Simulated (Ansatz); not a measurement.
AlClH₄O₂Si, SMILES [OH][Al]([OH])[SiH2]Cl.

Geometry optimised at TPSSh-D3(BJ)/def2-SVP. The structure was generated by enumeration; whether it is a known compound was not checked. Other conformers were not sampled.

Two levels are set side by side: PBE/def2-SVPD (Ansatz, a first-principles code) and PBE0/def2-SVPD (Ansatz). Energy differences of separate SCF runs at the same geometry; the states with an electron removed or added have multiplicity 2 and 2. Differences are taken from unrounded values.

| quantity | PBE0 | PBE | PBE minus PBE0 |
|---|---|---|---|
| vertical ionisation energy (eV) | 10.03 | 9.65 | -0.38 |
| vertical singlet–triplet gap (eV) | 4.77 | 4.55 | -0.22 |
